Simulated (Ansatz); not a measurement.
Cost and result up the ladder for `FC(F)(F)c1ccc(-c2ccc(-c3ccc(C(F)(F)F)o3)o2)o1` (29 atoms). The state is a singlet with charge 0. Geometry: r2SCAN-D4/def2-SVP.

Ansatz on 2 threads of AMD EPYC 7R13 on a shared host and a share (18 GiB) of an NVIDIA H100 80GB HBM3. Times are rough, and most runs start from the orbitals of an earlier one. PBE0-D4/def2-TZVP serves as the yardstick here, not as an exact answer. Differences are given only for rows in sets of like size (and for xTB, whose basis is part of the method), since another set adds its own error. Binding counts from free atoms at the same level (F doublet, C triplet, O triplet, H doublet; other spins of the atoms weren't run), without zero-point energy or a counterpoise term.

Single mean-field runs in def2-TZVP are fitted with def2-universal-jkfit.

| level | functions | wall time | binding energy per atom (eV) | difference from PBE0-D4/def2-TZVP (eV) |
| --- | --- | --- | --- | --- |
| PBE-D4/def2-SVP | 352 | 3 s | 5.55 | – |
| PBE0-D4/def2-TZVP | 749 | 3.5 s | 5.23 | 0.00 |
| PBE0-D4/def2-SVP | 352 | 4.9 s | 5.34 | – |
| r2SCAN-D4/def2-TZVP | 749 | 5 s | 5.19 | -0.03 |
| PBE-D4/def2-TZVP (with forces) | 749 | 5.5 s | 5.42 | 0.19 |
